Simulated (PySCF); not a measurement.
## Stationary points of H₄RuN

These are results of PySCF, PBE0, basis Ru def2-TZVP with ECP28, N def2-TZVP, H def2-TZVP (scalar-relativistic core potentials, no spin–orbit coupling, density fitting), not measurements.

Relaxations began from a few typed shapes; open shells are unrestricted. The search is not exhaustive: other isomers or separated fragments can lie lower, and high-lying points may rest on an excited occupation.

(1) Which is the lowest minimum found?
A. doublet Cs: Ru–H 1.600 Å (×2), Ru–H 1.605 Å, Ru–H 1.662 Å, Ru–N 1.586 Å; H–Ru–H 58.3° (×2), H–Ru–H 107.9° (×2), H–Ru–H 115.1°, H–Ru–H 136.4°, H–Ru–N 105.9° (×2)
B. broken-symmetry Ms = 1/2 (⟨S²⟩ 1.79) C3v: Ru–H 1.601 Å (×3), Ru–H 1.815 Å, Ru–N 1.649 Å; H–Ru–H 71.3° (×3), H–Ru–H 110.2° (×3), H–Ru–N 108.7° (×3), H–Ru–N 180.0°
C. doublet Cs: Ru–H 1.588 Å (×2), Ru–H 1.628 Å (×2), Ru–N 1.590 Å; H–Ru–H 61.6°, H–Ru–H 65.0° (×2), H–Ru–H 121.7° (×2), H–Ru–H 135.8°, H–Ru–N 108.1° (×2)
D. doublet C1: H–H 0.885 Å, Ru–H 1.591 Å, Ru–H 1.616 Å, Ru–H 1.742 Å, Ru–H 1.767 Å, Ru–N 1.589 Å; H–H–Ru 73.8°, H–H–Ru 77.0°, H–Ru–H 29.2°, H–Ru–H 76.6°, H–Ru–H 77.5°

Results:

(1) D. The others lie at 11.2 (doublet Cs), 37.9 (doublet Cs, a saddle point), 286.9 (broken-symmetry Ms = 1/2 C3v, a saddle point) kJ/mol above it.

For the lowest minimum: with open d or f shells other occupations or spin states may lie lower.
